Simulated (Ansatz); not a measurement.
Consider the cleavage of the Si–Si bond: `O[SiH2][SiH2][GeH3]` + `[OH][GeH2][OH]` → `O[SiH2][O][GeH2][OH]` + `[SiH3][GeH3]`.

Program: Ansatz. Geometries: PBE0-D4/def2-TZVP. ΔE: electronic, gas phase. CCSD(T)/CBS adds triple-zeta CCSD(T) − MP2 to the extrapolated MP2 energy (def2 sets, frozen cores). DFT in def2-TZVPP. B3LYP here is the variant with VWN-RPA as its local correlation; programs differ in this. For Ge outer-core shells are correlated without core-valence functions, which leaves a few kJ/mol of doubt a bond. Scalar relativity is left out up to krypton. Each species was taken in one conformer, which may not be the lowest.

(1) Is it downhill or uphill in electronic energy at CCSD(T)/CBS, and by how much? (Estimate.)

(2) What do these levels give: PBE-D4, r2SCAN-D4, PBE0-D4, B3LYP-D4, PBE, PBE0, CCSD/def2-TZVPP, CCSD(T)/def2-TZVPP, MP2/def2-QZVPP, SCS-MP2/def2-QZVPP, HF/CBS(def2), MP2/CBS(def2)? (Estimate.)

Largest T1 diagnostic among the species: 0.012.

## Answers

(1) Computed: Downhill: ΔE = -31.4 kcal/mol.

(2) The calculation gave: PBE-D4 -25.2, r2SCAN-D4 -30.1, PBE0-D4 -27.2, B3LYP-D4 -31.0, PBE -25.5, PBE0 -27.5, CCSD/def2-TZVPP -32.6, CCSD(T)/def2-TZVPP -31.9, MP2/def2-QZVPP -32.9, SCS-MP2/def2-QZVPP -33.9, HF/CBS(def2) -38.3, MP2/CBS(def2) -32.5 kcal/mol.

In def2-TZVPP, CCSD(T) changes the Hartree–Fock value by +5.8 kcal/mol (the triples alone add +0.8 kcal/mol) and MP2 by +4.7 kcal/mol. From PBE to PBE0 (25 % exact exchange), in def2-TZVPP and without D4, ΔE moves by −2.0 kcal/mol.
